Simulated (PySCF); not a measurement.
BrF₂HOSi.

```xyz
6

O      1.5381    -1.3390     0.0000
Si    -0.0009    -0.8007     0.0000
F     -0.8081    -1.3461     1.2796
F     -0.8081    -1.3461    -1.2796
Br     0.0159     1.3841     0.0000
H      1.6954    -2.2919     0.0000
```
Charge 0, spin multiplicity 1.

Coordinates come from a B3LYP-D3(BJ)/def2-SVP optimisation. The structure was generated by enumeration, and PubChem lists no compound with its InChIKey, so it may never have been made. The values are those of a single conformer.

Calculation: PBE/pcSseg-1 in PySCF. Non-relativistic, no solvent.

Computed absolute GIAO shielding of each atom: isotropic value and principal components (ppm):
```csv
atom,σ(iso),σ11,σ22,σ33,span
O1,260.9,225.8,240.9,316.0,90.2
Si2,381.3,352.4,372.2,419.2,66.8
F3,271.3,214.8,227.3,371.9,157.1
F4,271.3,214.8,227.3,371.9,157.1
Br5,2561.1,2345.6,2347.3,2990.2,644.7
H6,28.5,20.6,22.0,43.0,22.4
```
